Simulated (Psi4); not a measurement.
Cl3In (SMILES [Cl][In]([Cl])[Cl]), singlet, at a GFN2-xTB geometry (such geometries of metal compounds can be far from the true shape) (core potentials on In).

Psi4 was given this input:
```
memory 2 GB

molecule mol {
0 1
  In   -0.000000   -0.000000    0.000000
  Cl    2.244496   -0.203900   -0.440003
  Cl   -0.903256   -1.011513    1.853081
  Cl   -1.341240    1.215412   -1.413078
}

set basis def2-svp
set reference rks

energy('cam-b3lyp')
print_variables()
```

### Question
What does this run give for the total energy, number of basis functions, nuclear repulsion energy, dipole moment?

### Answer

The total energy is -1570.4574 Eh and the number of basis functions comes out as 80. The nuclear repulsion energy comes out as 362.1650 Eh and the dipole moment is 0.00 D.
